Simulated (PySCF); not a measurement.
Species: CH3Cl3Sn.
Geometry (PBE0-D3(BJ)/def2-SVP, Å), atoms numbered from 1 in this order:
```
atom  x, y, z in Å
C1    -1.2374   -0.0924    0.1681
Sn2    0.8558    0.0667   -0.1274
Cl3    1.5992   -1.4799   -1.7050
Cl4    1.5165    2.1766   -0.8638
Cl5    2.0635   -0.3308    1.8254
H6    -1.4606   -1.1255    0.4663
H7    -1.5378    0.6088    0.9571
H8    -1.7411    0.1527   -0.7760
```

Computed, not measured: PBE0-D3(BJ)/def2-SVP geometry optimisation, gas phase, def2 core potentials past Kr in PySCF 2.14.0.

Question: Which atoms are bound to Sn2, and at what distances?

Answer: 4 atoms: C1 2.120 Å, Cl5 2.330 Å, Cl4 2.330 Å, Cl3 2.331 Å. The nearest atom not counted as bound is H6, at 2.67 Å (others tie with it).

Question: List the angles at Sn2.

Answer: 
```
      angle  degrees  distance of the outer atoms (Å)
 C1–Sn2–Cl4    113.1                             3.71
 C1–Sn2–Cl5    112.5                             3.70
 C1–Sn2–Cl3    111.1                             3.67
Cl3–Sn2–Cl4    107.2                             3.75
Cl3–Sn2–Cl5    106.8                             3.74
Cl4–Sn2–Cl5    105.8                             3.72
```

Question: What is the shape at Sn2?

Answer: Distorted tetrahedral: angles from 105.8° to 113.1°; τ4 = (360° − α − β)/141° = 0.95 with α and β the two widest (0 for a square, 1 for a tetrahedron).

Question: What are the other bond lengths?

Answer: C1–H6, C1–H7, C1–H8 1.098 Å.

Point group: near C3v, missed by 0.10 Å at most; the miss may be what the optimiser left on a soft mode (C3 holds within 0.08 Å). Charge 0, singlet. No PBE0-D3(BJ)/def2-SVP frequencies stand behind this structure, so it isn't proved a minimum.
